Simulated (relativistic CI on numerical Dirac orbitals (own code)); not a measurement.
**Zr22+: sensitivity of the levels to the model**

Base calculation: Dirac-Coulomb-Breit CI, separate exchange-only KLI orbitals for each configuration, model QED (radiative potential, 1s self-energy scaled to tabulated hydrogen-like ionisation energies), unscaled Slater integrals.

Configuration list (outside the closed core [Ne]): 3s2 3p6, 3s2 3p5 3d, 3s 3p6 3d, 3s2 3p5 4s, 3s2 3p5 4p, 3s2 3p5 4d, 3s 3p6 4s, 3p6 3d 4p, 3p6 3d2, 3p5 3d3, 3p5 3d2 4s, 3p5 3d2 4p, 3p5 3d2 4d, 3p6 3d 4s, 3p5 3d 4s2, 3p5 3d 4s 4p, 3p5 3d 4s 4d. Double excitations out of closed p, d and f shells are left out; levels of such configurations are missing from the list, as are those of other unlisted configurations, and high levels can miss mixing partners.

Variants: (1) only the first 3 configurations. Shifts of the energy above 3s2 3p6 1S_0, in eV, for the lowest level and the first level of each name with at least 55 % of one term (blank where a level changes its place among those of its configuration and J or its character, or is not in the variant):

| Level | Base | Δ(1) |
| --- | --- | --- |
| 3s2 3p6 1S_0 | 0.000 | 0.000 |
| 3s2 3p5 3d 3P°_0 | 102.958 | -0.056 |
| 3s2 3p5 3d 3P°_1 | 105.204 | -0.055 |
| 3s2 3p5 3d 3P°_2 | 109.739 | -0.056 |
| 3s2 3p5 3d 3F°_3 | 110.143 | -0.060 |
| 3s2 3p5 3d 3F°_4 | 110.815 | -0.059 |
| 3s2 3p5 3d 3D°_3 | 118.713 | -0.061 |
| 3s2 3p5 3d 3D°_1 | 124.538 | -0.059 |
| 3s2 3p5 3d 1P°_1 | 157.296 | -0.023 |
| 3s 3p6 3d 3D_1 | 214.753 | -0.220 |
| 3s 3p6 3d 3D_2 | 215.878 | -0.210 |
| 3s 3p6 3d 3D_3 | 218.335 | -0.218 |
| 3s 3p6 3d 1D_2 | 226.951 | +0.122 |
| 3p6 3d2 3F_2 | 436.125 |  |
| 3p6 3d2 3F_3 | 438.817 |  |
| 3p6 3d2 3F_4 | 441.354 |  |
| 3p6 3d2 3P_0 | 444.277 |  |
| 3p6 3d2 1D_2 | 444.570 |  |
| 3p6 3d2 3P_1 | 445.690 |  |
| 3p6 3d2 3P_2 | 448.729 |  |
| 3p6 3d2 1G_4 | 448.745 |  |
| 3p6 3d2 1S_0 | 462.872 |  |

At this charge energies of transitions that change n are usually good to better than 1 %, and those within a shell (Δn = 0) to a few per cent.

Ionisation energy from the two ground configurations alone: base 1091.19 eV. The NIST ASD value (semi-empirical) is 1092 eV.

LS names give the leading component of a level, which can be under half, so a name can repeat, a term be missing and a line seem to break the LS rules.
